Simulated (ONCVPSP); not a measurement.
## What one change does to a pseudopotential (F, ONCV)

F, optimised norm-conserving Vanderbilt (ONCV), made with ONCVPSP 4.0.1 (PBEsol, scalar-relativistic). Core [He], reference 2s2 2p4 (charge +1). Waves: 2s: rc 0.70 bohr, ncon 4, nbas 9, qcut 9.1 1/bohr, 1 projector; 2p: rc 1.65 bohr, ncon 4, nbas 7, qcut 6.8 1/bohr, 2 projectors, debl 2 Ha. Local part: polynomial inside 0.60 bohr (lpopt 5, dvloc0 0 Ha). Core correction: Teter function, fcfact 5.5, rcfact 1.15.

Change: s: qcut 7.4; p: qcut 5.5.

Cutoffs: the cutoffs (Ha) at which the residual kinetic energy of the hardest occupied pseudo-wave falls to 1 and 0.1 mHa per electron; they do not see the model core or the augmentation charge, which bear on the density cutoff. Errors are all-electron minus pseudo energies relative to the spin-unpolarised reference configuration.

**Question.** What does the change do?

**Answer.** The potential gets harder (100 Ha and 444 Ha → 386 Ha and 489 Ha); of the 4 tests that both files solve, the error grows in 4 and shrinks in 0 by more than 15 % and 0.3 meV (median size 1009.5 → 1356.5 meV); neither file shows a bound ghost.

```tsv
quantity	base	changed
cutoff, loose	100 Ha	386 Ha
cutoff, tight	444 Ha	489 Ha
loose cutoff by channel	s 100 Ha, p 22 Ha	s 386 Ha, p 48 Ha
bound ghosts	none	none
GHOST(+) flags under 300 eV	none	none
error for 2s2 2p5, meV [ΔE -19.32 eV]	+115	+161
error for 2s2 2p3, meV [ΔE 38.28 eV]	+302	+411
error for 2s2 2p2, meV [ΔE 98.77 eV]	+1717	+2302
error for 2s2 2p1, meV [ΔE 184.36 eV]	+5170	+6803
s: phases at 0.71 bohr within 0.05 rad from the reference energy up to (Ha; the scan ends near 5)	to the end of the scan	to the end of the scan
p: phases at 1.68 bohr within 0.05 rad from the reference energy up to (Ha; the scan ends near 5)	to the end of the scan	4.4
rms error of d²Exc/dni dnj with the model core, mHa	1.44	1.05
```
